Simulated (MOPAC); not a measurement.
A run for MOPAC: PM6 on BrH3Si (SMILES [SiH3]Br), a point of a bond scan (R = 1.771 Å).

```
PM6 1SCF PRECISE CHARGE=0 THREADS=1
BrH3Si

Si    -1.47702999 1     0.04480750 1     0.01784857 1
Br     0.75715839 1    -0.02296932 1    -0.00914958 1
H     -1.98839855 1     1.69821736 1    -0.35618973 1
H     -1.93688049 1    -0.34876160 1     1.36352309 1
H     -1.98207285 1    -0.89726625 1    -0.99931798 1
```

The log:

```
*******************************************************************************
 **                                                                           **
 **                              MOPAC v23.2.5                                **
 **                                                                           **
 *******************************************************************************
 ** MOPAC's Digital Object Identifier: https://doi.org/10.5281/zenodo.6511958 **
 **                                                                           **
 ** Please cite the open-source release paper for use of this MOPAC version:  **
 ** J. E. Moussa and J. J. P. Stewart (2026)                                  **
 ** MOPAC: An open-source semiempirical molecular orbital program             **
 ** J. Open Source Softw., 11(119), 8025, https://doi.org/10.21105/joss.08025 **
 *******************************************************************************

                              PM6 CALCULATION RESULTS

 *******************************************************************************
 *  PM6        - The PM6 Hamiltonian to be used
 *
 *
 *
 *                 CHARGE ON SYSTEM = 0
 *
 *
 *
 *  PRECISE    - TIGHTER CRITERIA TO BE USED
 *  1SCF       - DO 1 SCF AND THEN STOP
 *  THREADS=1  - MULTI-THREADING NOT USED
 *  T=         - A TIME OF 172800.0 SECONDS REQUESTED
 *  DUMP=N     - RESTART FILE WRITTEN EVERY 7200.0 SECONDS REQUESTED
 *******************************************************************************
PM6 1SCF PRECISE CHARGE=0 THREADS=1
 BrH3Si

   ATOM   CHEMICAL          X               Y               Z
  NUMBER   SYMBOL      (ANGSTROMS)     (ANGSTROMS)     (ANGSTROMS)

     1      Si         -1.47702999  *   0.04480750  *   0.01784857  *
     2      Br          0.75715839  *  -0.02296932  *  -0.00914958  *
     3       H         -1.98839855  *   1.69821736  *  -0.35618973  *
     4       H         -1.93688049  *  -0.34876160  *   1.36352309  *
     5       H         -1.98207285  *  -0.89726625  *  -0.99931798  *



          CARTESIAN COORDINATES

    NO.       ATOM           X           Y           Z

     1        Si         -1.4770      0.0448      0.0178
     2        Br          0.7572     -0.0230     -0.0091
     3         H         -1.9884      1.6982     -0.3562
     4         H         -1.9369     -0.3488      1.3635
     5         H         -1.9821     -0.8973     -0.9993

 General Reference for PM6:
 "Optimization of Parameters for Semiempirical Methods V: Modification of NDDO Approximations
 and Application to 70 Elements", J. J. P. Stewart, J. Mol. Mod., 13, 1173-1213 (2007)
 URL: https://link.springer.com/article/10.1007/s00894-007-0233-4

           Empirical Formula: H3 Si Br  =     5 atoms



      MOLECULAR POINT GROUP   :   Cs


      RHF CALCULATION, NO. OF DOUBLY OCCUPIED LEVELS = 7


 -------------------------------------------------------------------------------
 PM6 1SCF PRECISE CHARGE=0 THREADS=1
 BrH3Si



     1SCF WAS SPECIFIED, SO BFGS WAS NOT USED
     SCF FIELD WAS ACHIEVED


                              PM6 CALCULATION
                                                       MOPAC v23.2.5 Linux




          FINAL HEAT OF FORMATION =         -4.73799 KCAL/MOL =     -19.82377 KJ/MOL


          COSMO AREA              =        103.33 SQUARE ANGSTROMS
          COSMO VOLUME            =         91.34 CUBIC ANGSTROMS

          IONIZATION POTENTIAL    =         10.372388 EV
          HOMO LUMO ENERGIES (EV) =        -10.372 -1.041
          NO. OF FILLED LEVELS    =          7
          MOLECULAR WEIGHT        =        111.0132         POINT GROUP:  Cs

          MOLECULAR DIMENSIONS (Angstroms)

            Atom       Atom       Distance
            H     3   Br     2     3.25899
            H     4    H     5     2.42609
            H     5    H     3     1.99220


          SCF CALCULATIONS        =          1





   ATOM   CHEMICAL          X               Y               Z
  NUMBER   SYMBOL      (ANGSTROMS)     (ANGSTROMS)     (ANGSTROMS)

     1      Si         -1.47702999  *   0.04480750  *   0.01784857  *
     2      Br          0.75715839  *  -0.02296932  *  -0.00914958  *
     3       H         -1.98839855  *   1.69821736  *  -0.35618973  *
     4       H         -1.93688049  *  -0.34876160  *   1.36352309  *
     5       H         -1.98207285  *  -0.89726625  *  -0.99931798  *

                             CARTESIAN COORDINATES

   1   Si       -1.477029990     0.044807500     0.017848570
   2   Br        0.757158390    -0.022969320    -0.009149580
   3    H       -1.988398550     1.698217360    -0.356189730
   4    H       -1.936880490    -0.348761600     1.363523090
   5    H       -1.982072850    -0.897266250    -0.999317980


           Empirical Formula: H3 Si Br  =     5 atoms



      MOLECULAR POINT GROUP   :   Cs


                  EIGENVALUES
 -27.99488 -19.00298 -12.69636 -12.24674 -11.72153 -10.63737 -10.37239  -1.04081
   0.51148   0.59845   0.87653   1.13407   1.13933   2.75834   3.79229   4.15058
 114.24144 114.28884 114.29062 114.51730 114.51732


              NET ATOMIC CHARGES AND DIPOLE CONTRIBUTIONS

  ATOM NO.   TYPE          CHARGE      No. of ELECS.   s-Pop       p-Pop       d-Pop
    1         Si           0.247895        3.7521     1.25438     1.97398     0.52374
    2         Br          -0.261522        7.2615     1.96157     5.29656     0.00340
    3          H           0.019292        0.9807     0.98071
    4          H          -0.002833        1.0028     1.00283
    5          H          -0.002833        1.0028     1.00283
 DIPOLE           X         Y         Z       TOTAL
 POINT-CHG.    -2.841     0.257    -0.005     2.852
 HYBRID         1.088    -0.143     0.012     1.097
 SUM           -1.753     0.114     0.007     1.757


          ATOMIC ORBITAL ELECTRON POPULATIONS

     Atom    s        px        py        pz      x^2-y^2     xz        z^2       yz        xy
    1 Si   1.25438   0.45057   0.77868   0.74473   0.09712   0.10999   0.11099   0.11067   0.09496
    2 Br   1.96157   1.45281   1.92246   1.92128   0.00149   0.00071   0.00050   0.00001   0.00069
    3  H   0.98071
    4  H   1.00283
    5  H   1.00283

 **********************
 *                    *
 * JOB ENDED NORMALLY *
 *                    *
 **********************




 == MOPAC DONE ==
```

The run finished.

Cost: roughly 0.03 core-seconds.
